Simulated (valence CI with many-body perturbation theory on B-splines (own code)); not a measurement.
**Pm46+: calculated level list**

Method: valence CI with perturbative core correlation (CI+MBPT): five valence electrons over a frozen Dirac-Fock core [Ne], a basis of 11 s, 11 p, 10 d, 8 f, 5 g, 2 h functions for each j, with the one-electron correlation potential Σ1, the two-electron term Σ2, the three-electron term Σ3, Breit, model QED; selected CI, second order for the rest, scaled by the run's own slope (own B-spline code, finite nucleus).

No measured spectrum was set against this ion. As an estimate, large intervals hold to a few tenths of a per cent, small ones and those within an open d or f shell to about a per cent. Among the levels kept, up to 3200 cm⁻¹ of a level comes from second order outside the variational space, and about a tenth of that is noise between levels of different J, which matters for small intervals.

Levels 1 to 45 of 168, with energies above the lowest level, (3s^2 3p1/2^2 3p3/2) J=3/2. "Leading %" is the weight of the configuration and term that name the level; weights of strongly mixed levels are sums over their largest components and can fall short, so below about 35 % the name and the second component can differ from the true leading terms, or belong to a minority configuration. In the jj column 3d3/2^4 stands for four electrons in 3d with j = 3/2. Lifetimes count E1, E2, E3, M1 and M2 decay at the calculated energies, and are blank where another channel may lead or the interval is too uncertain; long ones can be off by a factor of two.

| No. | Configuration | Term | J | E (eV) | Leading % | Leading jj | g | Lifetime |
| --- | --- | --- | --- | --- | --- | --- | --- | --- |
| 1 | 3s2 3p3 | 2P° | 3/2 | 0.00 | 46 | 3s^2 3p1/2^2 3p3/2 (99 %) | 1.369 |  |
| 2 | 3s2 3p3 | 4S° | 3/2 | 131.25 | 54 | 3s^2 3p1/2 3p3/2^2 (98 %) | 1.448 | 43.2 ns |
| 3 | 3s2 3p3 | 2D° | 5/2 | 140.76 | 99 | 3s^2 3p1/2 3p3/2^2 (99 %) | 1.191 | 234 ns |
| 4 | 3s2 3p3 | 2P° | 1/2 | 152.62 | 98 | 3s^2 3p1/2 3p3/2^2 (98 %) | 0.654 | 64.2 ns |
| 5 | 3s2 3p2 3d | 2D | 3/2 | 178.63 | 37 | 3s^2 3p1/2^2 3d3/2 (98 %) | 0.779 | 182 ps |
| 6 | 3s2 3p2 3d | 2D | 5/2 | 218.82 | 27 | 3s^2 3p1/2^2 3d5/2 (90 %) | 1.226 | 15.4 ps |
| 7 | 3s 3p4 | 4P | 5/2 | 261.63 | 64 | 3s 3p1/2^2 3p3/2^2 (85 %) | 1.447 | 8.49 ps |
| 8 | 3s 3p4 | 2S | 1/2 | 284.44 | 51 | 3s 3p1/2^2 3p3/2^2 (84 %) | 2.132 | 5.70 ps |
| 9 | 3s 3p4 | 2P | 3/2 | 284.54 | 30 | 3s 3p1/2^2 3p3/2^2 (71 %) | 1.151 | 3.77 ps |
| 10 | 3s2 3p3 | 2P° | 3/2 | 285.31 | 52 | 3s^2 3p3/2^3 (98 %) | 1.294 | 20.5 ns |
| 11 | 3s2 3p2 3d | 2F | 5/2 | 308.66 | 47 | 3s^2 3p1/2 3p3/2 3d3/2 (97 %) | 0.956 | 262 ps |
| 12 | 3s2 3p2 3d | 4F | 3/2 | 310.47 | 32 | 3s^2 3p1/2 3p3/2 3d3/2 (93 %) | 0.917 | 16.4 ps |
| 13 | 3s2 3p2 3d | 4D | 1/2 | 310.79 | 79 | 3s^2 3p1/2 3p3/2 3d3/2 (98 %) | 0.208 | 175 ps |
| 14 | 3s2 3p2 3d | 2G | 7/2 | 318.12 | 46 | 3s^2 3p1/2 3p3/2 3d3/2 (95 %) | 1.048 | 13.6 ns |
| 15 | 3s2 3p2 3d | 2D | 5/2 | 340.86 | 31 | 3s^2 3p1/2 3p3/2 3d3/2 (80 %) | 1.204 | 1.13 ps |
| 16 | 3s2 3p2 3d | 4D | 7/2 | 341.55 | 47 | 3s^2 3p1/2 3p3/2 3d5/2 (99 %) | 1.305 | 2.26 ns |
| 17 | 3s2 3p2 3d | 4P | 3/2 | 347.05 | 48 | 3s^2 3p1/2 3p3/2 3d5/2 (50 %) | 1.485 | 1.57 ps |
| 18 | 3s2 3p2 3d | 2P | 3/2 | 347.43 | 30 | 3s^2 3p1/2 3p3/2 3d3/2 (40 %) | 1.144 | 1.08 ps |
| 19 | 3s2 3p2 3d | 2P | 1/2 | 347.58 | 39 | 3s^2 3p1/2 3p3/2 3d3/2 (88 %) | 1.672 | 887 fs |
| 20 | 3s2 3p2 3d | 2D | 5/2 | 351.62 | 35 | 3s^2 3p1/2 3p3/2 3d5/2 (86 %) | 1.151 | 11.7 ps |
| 21 | 3s2 3p2 3d | 2G | 9/2 | 351.72 | 58 | 3s^2 3p1/2 3p3/2 3d5/2 (98 %) | 1.194 | 3.21 μs |
| 22 | 3s2 3p2 3d | 2F | 7/2 | 370.54 | 52 | 3s^2 3p1/2 3p3/2 3d5/2 (91 %) | 1.105 | 5.00 ps |
| 23 | 3s2 3p2 3d | 2D | 5/2 | 371.90 | 40 | 3s^2 3p1/2 3p3/2 3d5/2 (86 %) | 1.232 | 2.51 ps |
| 24 | 3s2 3p2 3d | 2D | 3/2 | 376.97 | 61 | 3s^2 3p1/2 3p3/2 3d5/2 (92 %) | 0.935 | 5.91 ps |
| 25 | 3s2 3p2 3d | 2P | 1/2 | 379.27 | 50 | 3s^2 3p1/2 3p3/2 3d5/2 (89 %) | 1.274 | 4.15 ps |
| 26 | 3s 3p4 | 4P | 3/2 | 405.49 | 57 | 3s 3p1/2 3p3/2^3 (78 %) | 1.412 | 2.81 ps |
| 27 | 3s 3p4 | 2D | 5/2 | 417.59 | 62 | 3s 3p1/2 3p3/2^3 (78 %) | 1.279 | 2.91 ps |
| 28 | 3s 3p4 | 2P | 1/2 | 433.83 | 43 | 3s 3p1/2 3p3/2^3 (70 %) | 1.334 | 1.47 ps |
| 29 | 3s 3p3 3d | 4D° | 5/2 | 434.42 | 28 | 3s 3p1/2^2 3p3/2 3d3/2 (92 %) | 1.294 | 46.6 ps |
| 30 | 3s 3p4 | 2P | 3/2 | 435.26 | 44 | 3s 3p1/2 3p3/2^3 (75 %) | 1.143 | 1.34 ps |
| 31 | 3s 3p3 3d | 6D° | 3/2 | 436.18 | 30 | 3s 3p1/2^2 3p3/2 3d3/2 (93 %) | 1.317 | 28.3 ps |
| 32 | 3s 3p3 3d | 4P° | 1/2 | 437.33 | 42 | 3s 3p1/2^2 3p3/2 3d3/2 (93 %) | 2.533 | 51.4 ps |
| 33 | 3s 3p3 3d | 6D° | 7/2 | 441.13 | 24 | 3s 3p1/2^2 3p3/2 3d3/2 (83 %) | 1.306 | 56.1 ps |
| 34 | 3s 3p3 3d | 4F° | 3/2 | 455.48 | 25 | 3s 3p1/2^2 3p3/2 3d3/2 (75 %) | 0.991 | 5.90 ps |
| 35 | 3s 3p3 3d | 4G° | 5/2 | 467.65 | 26 | 3s 3p1/2^2 3p3/2 3d3/2 (83 %) | 0.871 | 3.01 ps |
| 36 | 3s 3p3 3d | 4F° | 9/2 | 467.90 | 44 | 3s 3p1/2^2 3p3/2 3d5/2 (95 %) | 1.377 | 51.7 ps |
| 37 | 3s 3p3 3d | 4D° | 1/2 | 470.75 | 46 | 3s 3p1/2^2 3p3/2 3d3/2 (86 %) | 0.567 | 2.70 ps |
| 38 | 3s2 3p2 3d | 2D | 5/2 | 474.81 | 30 | 3s^2 3p3/2^2 3d3/2 (83 %) | 1.184 | 1.09 ps |
| 39 | 3s2 3p2 3d | 2F | 7/2 | 475.80 | 49 | 3s^2 3p3/2^2 3d3/2 (89 %) | 1.135 | 1.54 ps |
| 40 | 3s2 3p2 3d | 4P | 3/2 | 476.55 | 24 | 3s^2 3p3/2^2 3d3/2 (77 %) | 1.184 | 808 fs |
| 41 | 3s2 3p2 3d | 4P | 1/2 | 477.13 | 35 | 3s^2 3p3/2^2 3d3/2 (77 %) | 1.525 | 797 fs |
| 42 | 3s 3p3 3d | 4D° | 5/2 | 480.17 | 32 | 3s 3p1/2^2 3p3/2 3d5/2 (92 %) | 1.393 | 7.34 ps |
| 43 | 3s2 3p2 3d | 2F | 7/2 | 485.83 | 54 | 3s^2 3p3/2^2 3d5/2 (93 %) | 1.208 | 28.9 ps |
| 44 | 3s2 3p2 3d | 4F | 9/2 | 487.65 | 58 | 3s^2 3p3/2^2 3d5/2 (98 %) | 1.234 | 36.7 ns |
| 45 | 3s 3p3 3d | 2P° | 3/2 | 487.72 | 33 | 3s 3p1/2^2 3p3/2 3d5/2 (76 %) | 1.165 | 9.45 ps |

Where two levels of one J and parity lie close, their mixing, g and order are uncertain.

The ionisation energy to 3s2 3p2 3P_0 of the next ion comes out as 3817.8 eV (NIST: 3816 ± 4 eV (theoretical)). All 168 levels together are meant to be complete up to 748.22 eV.
